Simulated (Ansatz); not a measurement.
Process, species as SMILES: [SiH](N)([NH])N -> N[SiH](N)[NH-] (an electron is taken up)

Wanted: adiabatic electron affinity (0 K, with zero-point energies), in eV. Positive where the reaction releases energy. Terms: valence correlation only; no spin-orbit coupling; non-relativistic; dispersion terms only where a functional's name holds one; UHF or UKS for open shells. CBS(X,Y): correlation extrapolated as X^-3; Hartree-Fock from the larger set. First-principles rows: single points at B3LYP-D3(BJ) geometries (Ansatz, a program for electronic structure), with unscaled harmonic terms from B3LYP/6-31G* (Ansatz) at its own minima. Sets without +, aug- or the D of def2-TZVPD hold no diffuse functions, which anions need.

| species | coefficient | E at B3LYP/STO-3G (Ansatz), Eh | E at wB97X-V/def2-TZVPD (Ansatz), Eh | zero-point energy, kcal/mol |
|---|---|---|---|---|
| [NH][SiH](N)N | +1 | -451.75774 | -457.36049 | 46.44 |
| [NH-][SiH](N)N | -1 | -451.62957 | -457.42620 | 46.07 |

Coupled cluster (Ansatz) is a level with limits of its own, used here on species with T1 under 0.025 (0.045 for open shells) and stable references: CCSD(T)/CBS(aug-cc-pV(T+d)Z,aug-cc-pV(Q+d)Z). Value to compare with, CCSD(T)/CBS(aug-cc-pV(T+d)Z,aug-cc-pV(Q+d)Z) (Ansatz): 2.01 eV. 1 Eh = 27.2114 eV and 1 eV = 23.0605 kcal/mol.

Q: Work the quantity out at each level, and compare with CCSD(T)/CBS(aug-cc-pV(T+d)Z,aug-cc-pV(Q+d)Z) (Ansatz).

A: 
- B3LYP/STO-3G: the sum of coefficient times E is -0.12817 Eh, or -3.488 eV; the thermal terms add 0.016. Result: -3.47 eV. Its difference against CCSD(T)/CBS(aug-cc-pV(T+d)Z,aug-cc-pV(Q+d)Z) (Ansatz) is -5.48 eV.
- wB97X-V/def2-TZVPD: the sum of coefficient times E is 0.06571 Eh, or 1.788 eV; the thermal terms add 0.016. Result: 1.80 eV. Its difference against CCSD(T)/CBS(aug-cc-pV(T+d)Z,aug-cc-pV(Q+d)Z) (Ansatz) is -0.21 eV.
